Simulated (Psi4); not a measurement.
The Psi4 input:
```
memory 2 GB

molecule {
0 2
C    -0.66527905    1.39158027   -1.26798844
Si   -0.03507884   -0.04241848   -0.15351759
C     1.43819436   -0.76993238   -1.15138511
C    -1.40188933   -1.38222373   -0.33324230
S     0.40325756    0.48763215    1.76479966
H    -0.88868398    1.07031541   -2.28394357
H    -1.56974025    1.82811284   -0.85120668
H     0.07778923    2.18330239   -1.32581044
H     1.82554760   -1.66085812   -0.66299329
H     1.16582809   -1.04088496   -2.17005435
H     2.25285442   -0.05177741   -1.20523852
H    -1.60814861   -1.63892436   -1.37095497
H    -2.33142107   -1.04009766    0.11535357
H    -1.11119842   -2.29398882    0.18299504
}

set {
  basis 6-31g**
  reference uhf
}

energy('mp2')
print_variables()
```

What does this run give for the total energy, number of basis functions, nuclear repulsion energy, SCF-reference <S^2>, MP2 correlation energy?


- total energy: -805.9863 Eh
- number of basis functions: 128
- nuclear repulsion energy: 288.1260 Eh
- SCF-reference <S^2>: 0.758
- MP2 correlation energy: -0.6698 Eh

These values belong to the state on which the SCF converged, which isn't shown to be the lowest.
